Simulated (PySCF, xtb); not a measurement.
C2H12OSi3, SMILES C[C@@H]([SiH3])O[SiH2][SiH3].

GFN2-xTB in xtb at its own geometry gives an orbital gap of 4.31 eV and a dipole moment of 0.96 D.

Geometry: B3LYP-D3(BJ)/def2-SVP. The structure was generated by enumeration; whether it is a known compound was not checked. The values are those of a single conformer.

### Question
What does PBE/def2-TZVP in PySCF give? (Estimate from the structure and the level; the computed values follow.)

### Answer
gap 5.25 eV (levels -6.51 and -1.25 eV), dipole 1.05 D.
